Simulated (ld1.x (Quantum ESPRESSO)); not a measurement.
# tin (Sn): one change to a TM potential, before and after

```json
{
  "Element": "tin (Sn)",
  "Generator": "ld1.x (Quantum ESPRESSO) 7.5",
  "Type": "norm-conserving Troullier–Martins (Kleinman–Bylander form)",
  "Functional": "PBE",
  "Relativity": "scalar-relativistic",
  "Frozen core": "[Kr]",
  "Valence charge": "14",
  "Reference configuration": "4d10 5s1.5 5p2.5",
  "Partial waves": "5s (bound): rc 1.70 bohr; 5p (bound): rc 1.85 bohr; 4d (bound): rc 1.70 bohr",
  "Local potential": "all-electron potential smoothed inside 1.50 bohr (lloc = -1)",
  "Core correction": "Bessel-smoothed model core, default radius (core density twice the valence density)"
}
```

All-electron outer shells of the reference configuration (PBE, scalar-relativistic, ld1.x):

```tsv
shell	level (eV)	outermost node (bohr)	outermost maximum (bohr)
4s	-134.72	0.40	0.74
4p	-90.48	0.41	0.79
4d	-26.59	0.39	0.88
5s	-10.99	0.98	2.01
5p	-4.01	1.09	2.52
```

Change: all radii but the core radius scaled by about 1.26 (s 2.14, p 2.34, d 2.14 bohr); local potential all-electron potential smoothed inside 1.90 bohr (lloc = -1).

Cutoffs: the cutoffs (Ry, on a coarse ladder) from which the occupation-weighted sum of valence levels, in a spherical-Bessel basis at the reference potential, stays within 10 and 1 mRy of its value at 400 Ry; they do not see the model core or the augmentation charge, which bear on the density cutoff. Errors are all-electron minus pseudo energies relative to the spin-unpolarised reference configuration.

Problem. What does the change do?

Solution. The potential gets softer (80 Ry and 120 Ry → 60 Ry and 100 Ry); both files keep a bound ghost (s); the number of tests that count goes from 7 to 0. A larger radius leaves more room for a smooth pseudo-wave, so fewer plane waves are needed.

```tsv
quantity	base	changed
cutoff, loose	80 Ry	60 Ry
cutoff, tight	120 Ry	100 Ry
loose cutoff by channel (10 mRy a level)	s 21 Ry, p 10 Ry, d 60 Ry	s 10 Ry, p 6 Ry, d 50 Ry
bound ghosts	s	s
tests counted (converged, no solver errors)	7 of 7	0 of 7
```

Changed file: Tests not counted: 4d10 5s2 5p2 (solver errors, printed error -1797 eV); 4d10 5s2 5p1 (solver errors, printed error -1372 eV); 4d10 5s2 5p0 (solver errors, printed error -1276 eV); 4d10 5s1 5p2 (solver errors, printed error -4.5 eV); 4d9 5s2 5p2 (solver errors, printed error -1633 eV); 4d10 5s1 5p0 (solver errors, printed error -5.3 eV); 4d10 5s1 5p3 (solver errors, printed error -4.0 eV). A true bound ghost makes a file unfit for plane-wave use even where its test errors are small: the radial tests pick states by their node count and pass the ghost by. Where a test does run into it, the solver fails or the error is huge.
